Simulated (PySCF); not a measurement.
CH₆BOP.
SMILES with atom numbers: `[CH3:1][O:2][BH:3][PH2:4]` (hydrogens: H5, H6, H7 on C1; H8 on B3; H9, H10 on P4)

The calculation used PySCF, PBE0-D3(BJ)/def2-SVP geometry optimisation, gas phase.

Q: Give the optimised bond lengths and angles.

A: 
```csv
bond,length (Å),order
C1–O2,1.406,single
O2–B3,1.344,single
B3–P4,1.928,single
"C1–H5, C1–H6, C1–H7",1.102,single
B3–H8,1.211,single
"P4–H9, P4–H10",1.424,single
```

Bonds in one row agree within 0.01 Å and their mean is given. Orders are formal, as drawn. A selection of angles:
```csv
angle,degrees
O2–C1–H5,111.7
O2–C1–H7,108.4
H5–C1–H6,108.6
C1–O2–B3,124.0
O2–B3–P4,124.1
O2–B3–H8,116.4
P4–B3–H8,119.3
B3–P4–H9,99.8
B3–P4–H10,96.5
H9–P4–H10,96.4
```

Torsions: C1–O2–B3–P4 4° (synperiplanar). The mirror-image conformer, all signs reversed, is as good.

B3 (three-coordinate boron) is planar (angles 124.1°, 119.3° and 116.4°, sum 359.7°, 0.04 Å off the plane of its three neighbours). The 4 heavy atoms lie in one plane (0.013 Å rms). Of the pairs four or more bonds apart, P4···H5 is among the closest relative to their van der Waals radii: 2.90 Å, 97 % of the sum of Bondi's values. P4 (three-coordinate phosphorus) is pyramidal (angles 99.8°, 96.5° and 96.4°, sum 292.7°, 0.77 Å off the plane of its three neighbours). O2 (boron-bound oxygen) is bent (angle 124.0°).

PBE0-D3(BJ)/def2-SVP frequencies: not computed here. The numbers are those of one conformer (C1–O2–B3–P4 4°, O2–B3–P4–H -47° and -145°).
